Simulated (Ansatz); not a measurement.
Born–Oppenheimer molecular dynamics of BBrFH$_{4}$N (8 atoms, charge 0, multiplicity 1). It starts at the highest image of a converged band, a first-order saddle point between two minima.

The calculation used RKS PBE0-D4/def2-SVP in Ansatz 0.2.0.

```json
{"ensemble": "NVE (velocity Verlet)", "time step": "0.5 fs", "steps asked": "200", "starting velocities drawn for": "100 K", "seed": "3733"}
```

First frame:

```xyz
8
Properties=species:S:1:pos:R:3
B -0.006 -0.043 0.266
N -0.011 0.107 1.757
H -0.797 -0.302 2.257
H 0.877 -0.071 2.226
F 1.180 -0.150 -0.294
H -1.022 -0.280 -0.323
Br -0.369 2.712 0.562
H -0.182 1.360 1.601
```

Question: What does the run give?

Answer: All steps were run.

| Quantity | Value |
| --- | --- |
| steps done | 200 |
| time covered | 100 fs |
| mean temperature over the second half | 583 K |
| spread of the potential energy over the second half | 3.1 meV per atom |
| mean potential energy of the second half above the start | -46.9 meV per atom |

The conserved energy stayed within 0.051 meV per atom of its start (net change 0.01 meV per atom), so the integration is sound. The system heated up, since it started high on the potential surface and ran downhill. A run of 0.1 ps of so small a system gives no equilibrium averages. The orbitals stay closed-shell, which can raise the energy where a bond breaks towards radicals; this wasn't checked here.

Question: What happens to the structure?

Answer: The step under study would form B1–Br7, N2–H8 and break B1–N2, Br7–H8. These pairs go: B1–Br7 2.79 → 4.13 Å, N2–H8 1.27 → 2.97 Å, B1–N2 1.50 → 1.41 Å, Br7–H8 1.72 → 1.41 Å. In the last frame they stand as before the step (other bonds may differ from the relaxed reactants and products). It ends as BFH3N + BrH. Pairs count as bonded within 1.25 times the sum of covalent radii (0.12 Å more for H–H). The details hang on the random start.

Question: How do temperature and energy run in time?

Answer: 
```json
{"time (fs)": "0.0", "T (K)": "100", "potential energy less start (eV)": "0.000", "conserved less start (meV/atom)": "0.00"}
{"time (fs)": "3.0", "T (K)": "77", "potential energy less start (eV)": "0.018", "conserved less start (meV/atom)": "0.03"}
{"time (fs)": "6.0", "T (K)": "54", "potential energy less start (eV)": "0.036", "conserved less start (meV/atom)": "0.04"}
{"time (fs)": "9.0", "T (K)": "72", "potential energy less start (eV)": "0.022", "conserved less start (meV/atom)": "0.01"}
{"time (fs)": "12.0", "T (K)": "104", "potential energy less start (eV)": "-0.003", "conserved less start (meV/atom)": "0.03"}
{"time (fs)": "15.0", "T (K)": "153", "potential energy less start (eV)": "-0.041", "conserved less start (meV/atom)": "0.02"}
{"time (fs)": "18.0", "T (K)": "165", "potential energy less start (eV)": "-0.050", "conserved less start (meV/atom)": "0.01"}
{"time (fs)": "21.0", "T (K)": "192", "potential energy less start (eV)": "-0.071", "conserved less start (meV/atom)": "0.03"}
{"time (fs)": "24.0", "T (K)": "233", "potential energy less start (eV)": "-0.103", "conserved less start (meV/atom)": "0.02"}
{"time (fs)": "27.0", "T (K)": "269", "potential energy less start (eV)": "-0.131", "conserved less start (meV/atom)": "0.02"}
{"time (fs)": "30.0", "T (K)": "340", "potential energy less start (eV)": "-0.186", "conserved less start (meV/atom)": "0.01"}
{"time (fs)": "33.0", "T (K)": "356", "potential energy less start (eV)": "-0.198", "conserved less start (meV/atom)": "0.05"}
{"time (fs)": "36.0", "T (K)": "440", "potential energy less start (eV)": "-0.264", "conserved less start (meV/atom)": "-0.03"}
{"time (fs)": "39.0", "T (K)": "438", "potential energy less start (eV)": "-0.261", "conserved less start (meV/atom)": "0.04"}
{"time (fs)": "42.0", "T (K)": "484", "potential energy less start (eV)": "-0.298", "conserved less start (meV/atom)": "0.01"}
{"time (fs)": "45.0", "T (K)": "503", "potential energy less start (eV)": "-0.313", "conserved less start (meV/atom)": "0.01"}
{"time (fs)": "48.0", "T (K)": "551", "potential energy less start (eV)": "-0.349", "conserved less start (meV/atom)": "0.01"}
{"time (fs)": "51.0", "T (K)": "580", "potential energy less start (eV)": "-0.372", "conserved less start (meV/atom)": "0.03"}
{"time (fs)": "54.0", "T (K)": "614", "potential energy less start (eV)": "-0.399", "conserved less start (meV/atom)": "0.01"}
{"time (fs)": "57.0", "T (K)": "651", "potential energy less start (eV)": "-0.428", "conserved less start (meV/atom)": "0.00"}
{"time (fs)": "60.0", "T (K)": "623", "potential energy less start (eV)": "-0.405", "conserved less start (meV/atom)": "0.04"}
{"time (fs)": "63.0", "T (K)": "632", "potential energy less start (eV)": "-0.413", "conserved less start (meV/atom)": "-0.02"}
{"time (fs)": "66.0", "T (K)": "572", "potential energy less start (eV)": "-0.366", "conserved less start (meV/atom)": "0.04"}
{"time (fs)": "69.0", "T (K)": "580", "potential energy less start (eV)": "-0.372", "conserved less start (meV/atom)": "0.01"}
{"time (fs)": "72.0", "T (K)": "552", "potential energy less start (eV)": "-0.350", "conserved less start (meV/atom)": "0.03"}
{"time (fs)": "75.0", "T (K)": "577", "potential energy less start (eV)": "-0.370", "conserved less start (meV/atom)": "-0.01"}
{"time (fs)": "78.0", "T (K)": "555", "potential energy less start (eV)": "-0.353", "conserved less start (meV/atom)": "0.05"}
{"time (fs)": "81.0", "T (K)": "598", "potential energy less start (eV)": "-0.386", "conserved less start (meV/atom)": "0.00"}
{"time (fs)": "84.0", "T (K)": "590", "potential energy less start (eV)": "-0.380", "conserved less start (meV/atom)": "0.02"}
{"time (fs)": "87.0", "T (K)": "591", "potential energy less start (eV)": "-0.381", "conserved less start (meV/atom)": "0.01"}
{"time (fs)": "90.0", "T (K)": "572", "potential energy less start (eV)": "-0.366", "conserved less start (meV/atom)": "0.02"}
{"time (fs)": "93.0", "T (K)": "563", "potential energy less start (eV)": "-0.359", "conserved less start (meV/atom)": "0.01"}
{"time (fs)": "96.0", "T (K)": "539", "potential energy less start (eV)": "-0.340", "conserved less start (meV/atom)": "0.03"}
{"time (fs)": "99.0", "T (K)": "525", "potential energy less start (eV)": "-0.330", "conserved less start (meV/atom)": "0.01"}
```

Run time: 6.9 min on 2 threads of Arm Neoverse V1, with other jobs on the host, peak memory 0.2 GiB.
